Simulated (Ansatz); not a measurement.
# Molecular dynamics of BFH2O2

Input:

```yaml
crystal:
  periodic: [false, false, false]
  atoms:
    - { symbol: B, position_ang: [-0.017119, -0.081998, -0.007092] }
    - { symbol: O, position_ang: [-0.018468, -0.072286, 1.35498] }
    - { symbol: H, position_ang: [-0.872861, -0.276604, 1.745948] }
    - { symbol: F, position_ang: [1.14584, 0.201494, -0.60198] }
    - { symbol: O, position_ang: [-1.068845, -0.349446, -0.830257] }
    - { symbol: H, position_ang: [-1.886847, -0.54926, -0.365999] }
basis:
  gaussian: { orbitals: cc-pVDZ }
hamiltonian:
  xc: pbe0
md:
  timestep: 0.25
  n_steps: 250
  ensemble: nvt_langevin
  temperature: 200.0
  initial_velocities: maxwell_boltzmann
  seed: 806827
  friction: 0.01
```

Launched with:

```bash
$ ansatz run input.yaml --threads 1 --pin off --max-ram 2048MiB --backend cpu --events-out ev --progress --plain --runs-dir out
```

It starts from a relaxed structure.

Output, in part (one step line in 9, the closing report, with atoms numbered from 0):

```
md step     0: t =     0.00 fs  T =   166.7 K  F+E_penalty+E_count = -7516.70855224 eV  E_kin = 0.129260 eV  (23 SCF iters)
md step     9: t =     2.25 fs  T =   140.7 K  F+E_penalty+E_count = -7516.67163404 eV  E_kin = 0.109132 eV  (21 SCF iters)
md step    18: t =     4.50 fs  T =   102.0 K  F+E_penalty+E_count = -7516.62816370 eV  E_kin = 0.079101 eV  (22 SCF iters)
md step    27: t =     6.75 fs  T =    56.4 K  F+E_penalty+E_count = -7516.59940629 eV  E_kin = 0.043778 eV  (19 SCF iters)
md step    36: t =     9.00 fs  T =   130.0 K  F+E_penalty+E_count = -7516.65246008 eV  E_kin = 0.100830 eV  (25 SCF iters)
md step    45: t =    11.25 fs  T =   168.7 K  F+E_penalty+E_count = -7516.66790715 eV  E_kin = 0.130833 eV  (22 SCF iters)
md step    54: t =    13.50 fs  T =   177.2 K  F+E_penalty+E_count = -7516.65464036 eV  E_kin = 0.137438 eV  (24 SCF iters)
md step    63: t =    15.75 fs  T =    74.1 K  F+E_penalty+E_count = -7516.59080188 eV  E_kin = 0.057458 eV  (24 SCF iters)
md step    72: t =    18.00 fs  T =    68.4 K  F+E_penalty+E_count = -7516.59717471 eV  E_kin = 0.053069 eV  (22 SCF iters)
md step    81: t =    20.25 fs  T =   132.4 K  F+E_penalty+E_count = -7516.63454179 eV  E_kin = 0.102657 eV  (22 SCF iters)
md step    90: t =    22.50 fs  T =   200.6 K  F+E_penalty+E_count = -7516.66479529 eV  E_kin = 0.155579 eV  (24 SCF iters)
md step    99: t =    24.75 fs  T =   152.1 K  F+E_penalty+E_count = -7516.61720677 eV  E_kin = 0.117988 eV  (22 SCF iters)
md step   108: t =    27.00 fs  T =   104.3 K  F+E_penalty+E_count = -7516.55677348 eV  E_kin = 0.080893 eV  (22 SCF iters)
md step   117: t =    29.25 fs  T =   112.7 K  F+E_penalty+E_count = -7516.55827441 eV  E_kin = 0.087408 eV  (22 SCF iters)
md step   126: t =    31.50 fs  T =   209.2 K  F+E_penalty+E_count = -7516.61842239 eV  E_kin = 0.162220 eV  (23 SCF iters)
md step   135: t =    33.75 fs  T =   296.0 K  F+E_penalty+E_count = -7516.68301833 eV  E_kin = 0.229546 eV  (25 SCF iters)
md step   144: t =    36.00 fs  T =   210.2 K  F+E_penalty+E_count = -7516.64092215 eV  E_kin = 0.163012 eV  (25 SCF iters)
md step   153: t =    38.25 fs  T =   148.4 K  F+E_penalty+E_count = -7516.58845866 eV  E_kin = 0.115109 eV  (22 SCF iters)
md step   162: t =    40.50 fs  T =   125.9 K  F+E_penalty+E_count = -7516.56642353 eV  E_kin = 0.097632 eV  (19 SCF iters)
md step   171: t =    42.75 fs  T =   249.0 K  F+E_penalty+E_count = -7516.64604054 eV  E_kin = 0.193124 eV  (24 SCF iters)
md step   180: t =    45.00 fs  T =   270.0 K  F+E_penalty+E_count = -7516.67032157 eV  E_kin = 0.209376 eV  (24 SCF iters)
md step   189: t =    47.25 fs  T =   239.5 K  F+E_penalty+E_count = -7516.65385664 eV  E_kin = 0.185757 eV  (25 SCF iters)
md step   198: t =    49.50 fs  T =   125.2 K  F+E_penalty+E_count = -7516.57912359 eV  E_kin = 0.097137 eV  (22 SCF iters)
md step   207: t =    51.75 fs  T =   109.0 K  F+E_penalty+E_count = -7516.58171023 eV  E_kin = 0.084534 eV  (22 SCF iters)
md step   216: t =    54.00 fs  T =   140.9 K  F+E_penalty+E_count = -7516.61627026 eV  E_kin = 0.109264 eV  (21 SCF iters)
md step   225: t =    56.25 fs  T =   189.1 K  F+E_penalty+E_count = -7516.65945430 eV  E_kin = 0.146684 eV  (25 SCF iters)
md step   234: t =    58.50 fs  T =   157.4 K  F+E_penalty+E_count = -7516.63262737 eV  E_kin = 0.122038 eV  (25 SCF iters)
md step   243: t =    60.75 fs  T =    84.5 K  F+E_penalty+E_count = -7516.58200831 eV  E_kin = 0.065566 eV  (22 SCF iters)
md step   250: t =    62.50 fs  T =    70.4 K  F+E_penalty+E_count = -7516.58969529 eV  E_kin = 0.054591 eV  (24 SCF iters)
Total energy: -7516.58971447 eV, -276.2295770794 hartree
Atom 0 at    -0.067953    -0.128514     0.056154 Å, force     0.349781     0.763963    -3.321014 eV/Å
Atom 1 at    -0.095752    -0.216735     1.372087 Å, force    -0.237734    -0.312438     1.445217 eV/Å
Atom 2 at    -0.914757    -0.601655     1.686738 Å, force    -0.164152    -0.087130     0.307485 eV/Å
Atom 3 at     1.044445     0.405428    -0.505623 Å, force    -0.185647    -0.246548     0.464876 eV/Å
Atom 4 at    -1.020236    -0.430752    -0.913257 Å, force    -0.728204    -0.519770     1.736310 eV/Å
Atom 5 at    -1.848735    -0.782961    -0.502455 Å, force     0.965956     0.401922    -0.632874 eV/Å
Dipole moment:    -0.697076    -0.335726     0.398315 e Å
```

All steps were run. The mean temperature of the second half is 10 % below the set value. A run of 0.062 ps of so small a system gives no equilibrium averages.

The same pairs are bonded in the first frame and the last. Pairs count as bonded within 1.25 times the sum of covalent radii (0.12 Å more for H–H).

Last frame:

```xyz
6
Properties=species:S:1:pos:R:3
B -0.068 -0.129 0.056
O -0.096 -0.217 1.372
H -0.915 -0.602 1.687
F 1.044 0.405 -0.506
O -1.020 -0.431 -0.913
H -1.849 -0.783 -0.502
```

The run took 3.7 min on 1 thread of AMD EPYC 9R14 (Zen 4), on a shared host, peak memory 0.13 GiB.
